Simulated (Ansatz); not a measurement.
C2H8BFSi (`CB(C)[SiH2]F`). The species carries charge 0 and has multiplicity 1.

Cartesian coordinates in Å:
```
C 0.1255 -1.2799 -1.0616
B -0.1173 -0.1486 -0.0184
C -1.3241 -0.2091 0.9707
Si 1.1315 1.4353 0.1041
F 2.2263 1.4503 -1.0795
H 0.8767 -1.9379 -0.5931
H -0.7485 -1.9046 -1.2657
H 0.5802 -0.9518 -1.9990
H -1.6520 -1.2276 1.1989
H -1.2182 0.3575 1.8988
H -2.1581 0.2589 0.4221
H 0.3940 2.7299 0.0298
H 1.8841 1.4275 1.3927
```

Task: Give the diagnostics of a CCSD(T)/def2-TZVPP run (frozen core, the Gaussian-basis code of Ansatz). (An estimate is asked.)

Result: Ansatz gave: T1 = 0.0112, largest single amplitude 0.022, largest double 0.029, (T) share of the correlation energy 3.3 %, 9 CCSD cycles. The RHF solution is stable towards an unrestricted one. T1 lies under the customary mark of 0.02 for closed shells.
